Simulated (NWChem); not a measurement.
BSiH5O; SMILES O(B)[SiH3]

```xyz
8

B     -0.0893    -1.8188    -0.0001
H     -1.3144    -1.8401     0.0000
H      0.5774    -2.8395    -0.0006
O      0.5749    -0.6361     0.0003
Si     0.0123     0.9701    -0.0003
H      0.5557     1.6382     1.2264
H     -1.4907     0.9944     0.0029
H      0.5504     1.6356    -1.2306
```
Atoms are numbered in this order, from 1.

Results from NWChem. Pople sets run with spherical d functions. Coordinates come from a PBE-D3(BJ)/def2-SVP optimisation. Level: PBE0/6-31+G*; rows give the wavelength of the field.

```
field    isotropic polarisability (bohr³)  anisotropy (bohr³)
-------  --------------------------------  ------------------
static                               41.1                13.1
1065 nm                              41.5                13.3
589 nm                               42.4                13.7
400 nm                                ___                 ___
```

Problem. Complete the blanks.

Solution. 
- 400 nm, isotropic polarisability (bohr³): 44.0
- 400 nm, anisotropy (bohr³): 14.5
